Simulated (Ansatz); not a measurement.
Species: CH₆OSi₂, SMILES `C[SiH2][SiH]=O` (C–Si–Si–O torsion 0°) with one electron removed (charge 1, multiplicity 2), formula CH₆OSi₂.

Q: How many basis functions does frozen-core CCSD(T)/cc-pVTZ // B3LYP-D3(BJ)/def2-TZVP (Ansatz, a program for electronic structure) use, how many core orbitals are frozen, and how many electrons are correlated?

A: 212 basis functions and 12 frozen orbitals, which leaves 23 correlated electrons. Core time is of the order of minutes.
